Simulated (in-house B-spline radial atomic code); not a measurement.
Ionisation energies along the 25-electron series, configuration 1s2 2s2 2p6 3s2 3p6 3d3/2(4) 3d5/2(3), as differences of self-consistent energies. Dirac energy differences include first-order Breit, QED and recoil terms. NIST's values go from ground level to ground level; the uncertainty of those that are theory runs from under 0.1 % in few-electron ions to several per cent in heavy many-electron ones. Computed with an all-electron radial atomic-structure program (B-spline basis): Dirac-Hartree-Fock, jj configuration that fills j = l - 1/2 first, finite nuclei.

A number in brackets counts the electrons of a j subshell.

```csv
ion,configuration after,ionisation energy (eV),IE/(q+1)² (eV),-ε less Coulomb ΔSCF (eV),Breit and QED recoil part (eV),tabulated value (eV),computed minus tabulated (eV)
Co2+,[Ar] 3d3/2(4) 3d5/2(2),32.8,3.6433,3.1418,0.020844,33.5,-0.7
Ni3+,[Ar] 3d3/2(4) 3d5/2(2),?,?,?,?,?,?
Cu4+,[Ar] 3d3/2(4) 3d5/2(2),80.3,3.2105,3.0287,0.027737,79.8,0.5
Zn5+,[Ar] 3d3/2(4) 3d5/2(2),?,?,?,?,?,?
Ga6+,[Ar] 3d3/2(4) 3d5/2(2),141.5,2.8883,3.0081,0.029761,140.8,0.7
Ge7+,[Ar] 3d3/2(4) 3d5/2(2),177.1,2.7667,3.0077,0.028929,176.4,0.7
As8+,[Ar] 3d3/2(4) 3d5/2(2),215.8,2.6643,3.0098,0.026792,213,2.8
Se9+,[Ar] 3d3/2(4) 3d5/2(2),257.7,2.5771,3.0133,0.023269,255,2.7
Br10+,[Ar] 3d3/2(4) 3d5/2(2),302.8,2.5021,3.0175,0.018272,301,1.8
Kr11+,[Ar] 3d3/2(4) 3d5/2(2),350.9,2.4369,3.0218,0.011717,350,0.9
Rb12+,[Ar] 3d3/2(4) 3d5/2(2),402.2,2.3798,3.0263,0.0034996,400,2.2
Sr13+,[Ar] 3d3/2(4) 3d5/2(2),456.5,2.3293,3.0306,-0.0064692,454,2.5
Zr15+,[Ar] 3d3/2(4) 3d5/2(2),?,?,?,?,?,?
Nb16+,[Ar] 3d3/2(4) 3d5/2(2),638.0,2.2077,3.0427,-0.047909,636,2.0
Mo17+,[Ar] 3d3/2(4) 3d5/2(2),704.7,2.1748,3.0464,-0.065884,702,2.7
Tc18+,[Ar] 3d3/2(4) 3d5/2(2),774.3,2.1449,3.0498,-0.086146,773,1.3
```

(1) Fill in the row of Ni3+.

(2) Fill in the row of Zn5+.

(3) Fill in the row of Zr15+.

(4) How far is this level of theory from the measured and semi-empirical values?

Answers

(1) ionisation energy (eV): 54.7; IE/(q+1)² (eV): 3.4199; -ε less Coulomb ΔSCF (eV): 3.0637; Breit and QED recoil part (eV): 0.024932; tabulated value (eV): 54.92; computed minus tabulated (eV): -0.2.

(2) ionisation energy (eV): 109.2; IE/(q+1)² (eV): 3.0343; -ε less Coulomb ΔSCF (eV): 3.0135; Breit and QED recoil part (eV): 0.029353; tabulated value (eV): 108; computed minus tabulated (eV): 1.2.

(3) ionisation energy (eV): 574.5; IE/(q+1)² (eV): 2.244; -ε less Coulomb ΔSCF (eV): 3.0389; Breit and QED recoil part (eV): -0.032079; tabulated value (eV): 573; computed minus tabulated (eV): 1.5.

(4) Over those 4 rows the differences run from -0.711 to +1.23 eV (mean absolute value 0.65 eV). The calculation leaves out correlation and, in open shells, the multiplet splittings that an average leaves out.
